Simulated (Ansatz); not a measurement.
Task: Predict a relaxed structure of Si₃Ni, charge 0, singlet, at r2SCAN-D4/def2-SVP (Ansatz).

Result: 
```csv
atom,x (Å),y (Å),z (Å)
Ni1,-1.127,0.127,0.171
Si2,1.206,-0.136,-0.183
Si3,-0.130,-1.694,0.672
Si4,0.051,1.703,-0.660
```
Point group C2v (tolerance 0.1 Å). The metal has 3 neighbours: Si 2.38 Å, Si 2.14 Å, Si 2.14 Å. This is one stationary point.

The structure comes from a short search, and lower isomers may exist.
